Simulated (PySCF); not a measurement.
## C₆ coefficients of unlike pairs at PBE0

Calculated with PySCF 2.14 from the dipole response of each species, C₆(A,B) = (3/π) ∫ α_A(iu) α_B(iu) du, in atomic units, from isotropic polarisabilities. For ions this is the dispersion term alone; charge-induced terms of lower order in 1/R come first.

```tsv
species	configuration	basis	relativity	α (bohr³)	C₆ (like pair)
Ga	[Ar] 3d10 4s2 4p1 (2P)	x2c-TZVPPall with one added diffuse shell each of s, p, d type (7s6p5d1f)	spin-free X2C	58.93	501.8
Pt²⁺	[Xe] 4f14 5d8 (3F)	def2-QZVPPD with the def2 core potential (60 electrons) (7s5p4d4f2g)	core potential	9.321	60.65
Cr²⁺	[Ar] 3d4 (5D)	aug-cc-pVDZ (7s6p4d2f)	none	3.980	11.27
P⁺	[Ne] 3s2 3p2 (3P)	aug-cc-pwCVDZ (6s5p3d)	none	14.44	75.53
```

Q: Estimate C₆ for P⁺ with Ga.

A: The integral gives 181.4. The combination rule 2 C_A C_B / (C_A α_B/α_A + C_B α_A/α_B) gives 175.8 and the geometric mean 194.7.

No spin-orbit coupling is included.

The other pairs:

```
      pair     C₆
  P⁺, Pt²⁺  63.41
  P⁺, Cr²⁺  26.90
  Cr²⁺, Ga  58.68
  Pt²⁺, Ga  138.5
Cr²⁺, Pt²⁺  26.09
```
